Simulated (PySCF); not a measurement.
C7H5FO2.
SMILES with atom numbers: `[O:1]=[C:2]([OH:3])[c:4]1[cH:5][cH:6][cH:7][c:8]([F:9])[cH:10]1` (hydrogens: H11 on O3; H12 on C5; H13 on C6; H14 on C7; H15 on C10)

A GFN2-xTB structure was refined with PBE0-D3(BJ)/def2-SVP geometry optimisation, gas phase (PySCF). Its GFN2-xTB values:

```tsv
coordinate	GFN2-xTB
O1=C2	1.205 Å
C2–O3	1.340 Å
C2–C4	1.482 Å
O3–H11	0.970 Å
C4–C5	1.393 Å
C4–C10	1.392 Å
C5–C6	1.382 Å
C5–H12	1.079 Å
C6–C7	1.385 Å
C6–H13	1.079 Å
C7–C8	1.385 Å
C7–H14	1.079 Å
C8–F9	1.347 Å
C8–C10	1.381 Å
C10–H15	1.078 Å
O1–C2–O3	122.2°
C2–C4–C5	118.4°
C2–C4–C10	121.3°
O3–C2–C4	113.3°
C4–C5–C6	120.2°
C4–C10–C8	118.3°
C7–C8–C10	122.3°
F9–C8–C10	118.9°
```

Problem. How do these coordinates change at the PBE0-D3(BJ)/def2-SVP level?

Solution. 
```json
{"coordinate": "C8–F9", "PBE0-D3(BJ)/def2-SVP (Å or °)": "1.331", "change": "-0.016"}
{"coordinate": "C6–H13", "PBE0-D3(BJ)/def2-SVP (Å or °)": "1.092", "change": "+0.013"}
{"coordinate": "C7–H14", "PBE0-D3(BJ)/def2-SVP (Å or °)": "1.092", "change": "+0.013"}
{"coordinate": "C10–H15", "PBE0-D3(BJ)/def2-SVP (Å or °)": "1.090", "change": "+0.012"}
{"coordinate": "C5–H12", "PBE0-D3(BJ)/def2-SVP (Å or °)": "1.091", "change": "+0.012"}
{"coordinate": "C5–C6", "PBE0-D3(BJ)/def2-SVP (Å or °)": "1.391", "change": "+0.009"}
{"coordinate": "C6–C7", "PBE0-D3(BJ)/def2-SVP (Å or °)": "1.394", "change": "+0.009"}
{"coordinate": "C8–C10", "PBE0-D3(BJ)/def2-SVP (Å or °)": "1.388", "change": "+0.007"}
{"coordinate": "C4–C10", "PBE0-D3(BJ)/def2-SVP (Å or °)": "1.398", "change": "+0.006"}
{"coordinate": "C7–C8", "PBE0-D3(BJ)/def2-SVP (Å or °)": "1.391", "change": "+0.006"}
{"coordinate": "C2–C4", "PBE0-D3(BJ)/def2-SVP (Å or °)": "1.487", "change": "+0.005"}
{"coordinate": "C4–C5", "PBE0-D3(BJ)/def2-SVP (Å or °)": "1.398", "change": "+0.005"}
{"coordinate": "C2–O3", "PBE0-D3(BJ)/def2-SVP (Å or °)": "1.339", "change": "-0.001"}
{"coordinate": "O3–H11", "PBE0-D3(BJ)/def2-SVP (Å or °)": "0.969", "change": "-0.001"}
{"coordinate": "O1=C2", "PBE0-D3(BJ)/def2-SVP (Å or °)": "1.205", "change": "0.000"}
{"coordinate": "C2–C4–C5", "PBE0-D3(BJ)/def2-SVP (Å or °)": "117.9", "change": "-0.5"}
{"coordinate": "C4–C5–C6", "PBE0-D3(BJ)/def2-SVP (Å or °)": "119.7", "change": "-0.5"}
{"coordinate": "C7–C8–C10", "PBE0-D3(BJ)/def2-SVP (Å or °)": "121.9", "change": "-0.4"}
{"coordinate": "O1–C2–O3", "PBE0-D3(BJ)/def2-SVP (Å or °)": "122.6", "change": "+0.4"}
{"coordinate": "C4–C10–C8", "PBE0-D3(BJ)/def2-SVP (Å or °)": "118.6", "change": "+0.3"}
{"coordinate": "F9–C8–C10", "PBE0-D3(BJ)/def2-SVP (Å or °)": "119.2", "change": "+0.3"}
{"coordinate": "C2–C4–C10", "PBE0-D3(BJ)/def2-SVP (Å or °)": "121.6", "change": "+0.3"}
{"coordinate": "O3–C2–C4", "PBE0-D3(BJ)/def2-SVP (Å or °)": "113.1", "change": "-0.2"}
```

The energy falls by 3.4 kJ/mol over 9 energy and gradient evaluations, the largest force component goes from 0.0157 to 4.1e-04 Eh/bohr, and the atoms move by 0.020 Å rms after alignment. The bond that changes most is C8–F9 (aromatic C–F carbon to aryl fluorine), which shortens by 0.016 Å. Bonds longer at the end by more than 0.005 Å: 10 of 15; shorter: 1. Rotational constants go from 2659, 942.4, 695.8 to 2655, 938.0, 693.1 MHz.

The run used 165 basis functions and 68 SCF cycles in all.

No frequency check. One conformer, not necessarily the lowest.

Conformer computed: `[O:1]=[C:2]([OH:3])[c:4]1[cH:5][cH:6][cH:7][c:8]([F:9])[cH:10]1`: O1–C2–C4–C5 -1°, H–O3–C2–O1 0°.
